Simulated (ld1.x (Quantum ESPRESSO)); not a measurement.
## Configuration tests for vanadium (V) (PAW)

vanadium (V), PAW, made with ld1.x (Quantum ESPRESSO) 7.5 (LDA (PZ), fully relativistic). Core [Ar], reference 3d3.5 4s1.5 4p0. Waves: 4s (bound): rcut 2.30, rcutus 3.25 bohr; 4s channel at 0.4 Ry: rcut 2.30, rcutus 3.25 bohr; 4p (bound, empty): rcut 3.70, rcutus 4.25 bohr; 4p channel at 0.55 Ry: rcut 3.70, rcutus 4.25 bohr; 3d (bound): rcut 1.80, rcutus 2.15 bohr; 3d channel at 0.5 Ry: rcut 1.80, rcutus 2.15 bohr. Local part: all-electron potential smoothed inside 2.75 bohr (lloc = -1). Core correction: Bessel-smoothed model core inside 1.25 bohr. Augmentation charge: BG, radius 1.55 bohr.

Open shells are filled in proportion to 2j + 1 (rel_dist='average').

Energies are relative to the spin-unpolarised reference configuration 3d3.5 4s1.5 4p0; without spin polarisation the order of configurations can differ from experiment. Not all tests gave a result: test run stopped at test 7 of 7 (negative rho).

(1) Give the all-electron excitation energy and the error of the potential for: 3d3 4s2 4p0; 3d3 4s1 4p0; 3d3 4s0 4p0; 3d1 4s0 4p0; 3d2 4s0 4p0; 3d3 4s1.5 4p0.

The ghost test of this file was not conclusive.

Answers

(1)

```csv
valence configuration,charge,ΔE all-electron (eV),error AE − PS (meV)
3d3 4s2 4p0,0,-0.028,+55
3d3 4s1 4p0,+1,7.914,-22
3d3 4s0 4p0,+2,22.459,-52
3d1 4s0 4p0,+4,97.748,-3497
3d2 4s0 4p0,+3,51.617,-870
3d3 4s1.5 4p0,+0.5,3.152,+6.7
```

These tests converged, but a pseudo level misses the all-electron one widely, so the file describes the atom poorly there or has found another state: 3d1 4s0 4p0: empty 4s by 7.7 eV (a node warning on the way).
